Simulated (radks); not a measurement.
Results of a calculation; reference values are marked as such.
Q: Code: a radial shooting solver on a logarithmic mesh with Libxc functionals. Model: scalar-relativistic Kohn-Sham, BLYP, spin-unpolarised, spherical densities, finite nucleus; Fermi nuclear charge, rms radius of each element as measured or else 0.836 A^(1/3) + 0.57 fm. Each species is in its NIST ground configuration. Rank Mn+, Fe+, Kr+, Sc+, Se+, Co+, Cu+, Ni+, Ca+, K+, V+, Cr+, Ga+, Ge+, Zn+, Br+, As+, Ti+ by radius at which the density is 0.001 e/bohr^3 (bohr), largest first.

A: Ca+ 4.28, Sc+ 4.26, Ti+ 4.19, As+ 3.97, Mn+ 3.95, Ge+ 3.94, Se+ 3.92, Fe+ 3.88, Br+ 3.84, Ga+ 3.75, Kr+ 3.75, V+ 3.70, Cr+ 3.65, Zn+ 3.63, Co+ 3.45, Ni+ 3.39, Cu+ 3.34, K+ 3.33.
